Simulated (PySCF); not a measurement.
From one molecule to another.

First species: C6H10O.
InChI=1S/C6H10O/c1-4-6(2)5-7-3/h4H,1-2,5H2,3H3

Second species: cyclohexanone, C₆H₁₀O.
SMILES: `O=C1CCCCC1`

Levels: wB97X-D/def2-SVPD for HOMO energy, LUMO energy, HOMO–LUMO gap and static isotropic polarisability; TDDFT wB97X-D/def2-SVPD for lowest singlet excitation; TDA wB97X-D/def2-SVPD for lowest triplet excitation (Tamm–Dancoff); ΔSCF wB97X-D/def2-SVPD for vertical ionisation energy. Geometries: PBE0-D3(BJ)/def2-SVP. Each species is one conformer at its optimised geometry, gas phase, non-relativistic unless stated; the electronic structure was computed with PySCF and density fitting.

The conformers computed, where there is a choice (atom-mapped SMILES and torsion angles):
- `[CH2:1]=[CH:2][C:3](=[CH2:4])[CH2:5][O:6][CH3:7]`: C1–C2–C3–C4 180°, C2–C3–C5–O6 180°, C3–C5–O6–C7 180°

The conformers of `O=C1CCCCC1` aren't listed.

Values for the first species:

| Property | Result |
| --- | --- |
| HOMO energy | -8.50 eV |
| LUMO energy | 0.90 eV |
| HOMO–LUMO gap | 9.40 eV |
| Lowest singlet excitation | 5.84 eV |
| Lowest triplet excitation (Tamm–Dancoff) | 3.31 eV |
| Static isotropic polarisability | 82.9 au |
| Vertical ionisation energy | 8.67 eV |

Task: Estimate the same properties for the second species, and the change in each.

Result: 
| property | first | second | second less first |
| --- | --- | --- | --- |
| HOMO energy | -8.50 eV | -8.94 eV | -0.44 eV |
| LUMO energy | 0.90 eV | 1.29 eV | +0.39 eV |
| HOMO–LUMO gap | 9.40 eV | 10.23 eV | +0.83 eV |
| lowest singlet excitation | 5.84 eV | 4.34 eV | -1.50 eV |
| lowest triplet excitation (Tamm–Dancoff) | 3.31 eV | 3.82 eV | +0.51 eV |
| static isotropic polarisability | 82.9 au | 71.0 au | -11.9 au |
| vertical ionisation energy | 8.67 eV | 9.23 eV | +0.56 eV |

On the first: The polarisability is 12.28 Å³ as a volume (1 au = 0.148185 Å³), or 1.54 au for each of the 54 electrons. The principal polarisabilities are 57.6, 84.4 and 106.7 au; their mean is the isotropic value.

On the second: S1 lies 5.89 eV below the HOMO–LUMO gap; its leading configuration is HOMO→LUMO, weight 0.89. The vertical singlet–triplet gap S1 − T1 is 0.52 eV (TDDFT singlet less Tamm–Dancoff triplet; S1: HOMO→LUMO, weight 0.89; T1: HOMO→LUMO, weight 0.87).
